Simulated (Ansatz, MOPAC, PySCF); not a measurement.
Pair of molecules: HF (SMILES F) (first 2 atoms) with C2H2 (SMILES C#C); geometry from B3LYP-D3(BJ)/def2-TZVP, rigid monomers moved along the line of their centres of mass till H2···C3 is 3.05 Å.
(charge 0, multiplicity 1):
| atom | x (Å) | y (Å) | z (Å) |
|---|---|---|---|
| F | -0.0325 | -0.0116 | 0.3487 |
| H | -0.0182 | -0.0044 | 1.2833 |
| C | 0.2680 | -0.5298 | 4.2776 |
| C | -0.2172 | 0.5658 | 4.2766 |
| H | 0.6990 | -1.5025 | 4.2865 |
| H | -0.6480 | 1.5385 | 4.2838 |

Counterpoise-corrected where a basis set is named; no monomer relaxation. Rows marked so take none.

Cores are frozen in the correlated methods. CBS: X⁻³ extrapolation of the correlation energy, Hartree–Fock from the larger set. Rows in 3-21G, 6-311+G**, 6-31G*, STO-3G carry no dispersion term and start afresh at each structure (6-31G* with six Cartesian d functions). The state that PM6 reach isn't checked.

Run with Ansatz (Gaussian basis) for Hartree–Fock, density functionals and correlated methods; MOPAC for PM6 (differences of heats of formation); PySCF for 3-21G rows, 6-311+G** rows, 6-31G* rows, STO-3G rows, the dispersion terms. Each number belongs to the level named beside it.

```
level                                  interaction energy (meV)
-------------------------------------  ------------------------
PM6                                                       -27.2
HF/STO-3G (no counterpoise)                               -33.9
HF/3-21G (no counterpoise)                               -113.5
HF/aug-cc-pVDZ                                            -92.7
PBE/def2-TZVPPD                                          -102.4
PBE-D3(BJ)/def2-TZVPPD                                   -116.2
B3LYP/6-31G* (no counterpoise)                              [?]
B3LYP/6-311+G** (no counterpoise)                           [?]
CCSD(T)/CBS(aug-cc-pVDZ, aug-cc-pVTZ)                    -100.5
```

Fill in the missing entries.


- B3LYP/6-31G* (no counterpoise), interaction energy (meV): -119.3
- B3LYP/6-311+G** (no counterpoise), interaction energy (meV): -97.2

Ansatz is an electronic-structure program.
